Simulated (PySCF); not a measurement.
**Static response to an electric field**

Compound: C₄H₅NOS.
Atom-mapped SMILES: `[OH:1][CH2:2][c:3]1[cH:4][n:5][cH:6][s:7]1` (hydrogens: H8 on O1; H9, H10 on C2; H11 on C4; H12 on C6)

Structure used (GFN2-xTB), in Å, numbered top down from 1:
```
atom  x, y, z in Å
O1    -2.3385   -0.5378   -0.2251
C2    -1.4864    0.2510    0.5743
C3    -0.0406    0.0315    0.2626
C4     0.7478    0.7315   -0.6034
N5     2.0147    0.2811   -0.7386
C6     2.2270   -0.7490   -0.0069
S7     0.8706   -1.2785    0.9368
H8    -2.1774   -0.3379   -1.1543
H9    -1.7177    1.3198    0.4513
H10   -1.7041   -0.0407    1.6043
H11    0.4428    1.5973   -1.1637
H12    3.1630   -1.2688    0.0367
```

Level: CAM-B3LYP/def2-SVPD (PySCF), static field, nuclei fixed, core orbitals frozen in the response. The polarisability tensor in these axes (au):

```
x    86.58  -4.82  -4.91
y    -4.82  69.46 -11.80
z    -4.91 -11.80  64.59
```

Problem. Diagonalise the tensor; give its mean and Δα, where Δα² is half the sum of the squared differences of the eigenvalues.

Solution. Principal values 53.56, 79.03 and 88.04 au; mean 73.54 au = 10.90 Å³ = 12.13 × 10⁻⁴⁰ C²·m²/J; Δα = 30.98 au (42 % of the mean).

Problem. What is the dipole moment, and where does it point?

Solution. (-0.11, 0.44, 0.35) D, 0.57 D in size, pointing from the negative to the positive side. Measured along this direction, the outermost atoms are H12 at the negative end and H9 at the positive end.

Problem. Orientational against electronic polarisability at 350 K (dilute gas, rigid molecules)?

Solution. In Gaussian units μ²/3kT = 2.24 Å³ against 10.90 Å³, a ratio of 0.21; the Debye molar polarisation (4π/3)N_A(α + μ²/3kT) is 33.1 cm³/mol, leaving out the vibrational part.

Problem. Give the principal axes and the span of the nuclei along them.

Solution. Largest value along (0.98, -0.18, -0.11), where the nuclei span 5.48 Å; middle along (0.07, 0.76, -0.64), 3.52 Å; least along (0.20, 0.62, 0.76), 2.37 Å. The response follows the extents in order.

Problem. Find the Langevin capture rate constant for NO+ (29.998 u) meeting this molecule (115.009 u), k = 2.342 × 10⁻⁹ cm³/s × √(α in Å³ / reduced mass in u).

Solution. The reduced mass is 23.79 u, so k = 1.59 × 10⁻⁹ cm³/s. The formula leaves out the permanent dipole, which adds to the capture rate.

Problem. Sum over states: ᾱ = Σ f/ω², ω in Eh. What share falls to these 8 lowest TDDFT singlets (eV, f)? 5.40, 0.0006; 5.71, 0.1373; 6.21, 0.0022; 6.23, 0.0530; 6.82, 0.0003; 6.85, 0.0020; 6.95, 0.0101; 7.21, 0.0041.

Solution. They add up to 4.43 au, 6.0 % of the 73.54 au; the largest single term is 3.12 au, from the state at 5.71 eV. Terms in order: 0.01, 3.12, 0.04, 1.01, 0.00, 0.03, 0.15, 0.06 au. Higher excitations give the rest. The strengths listed sum to 0.210.

The structure is a single GFN2-xTB conformer in the gas phase; no vibrational or solvent corrections.
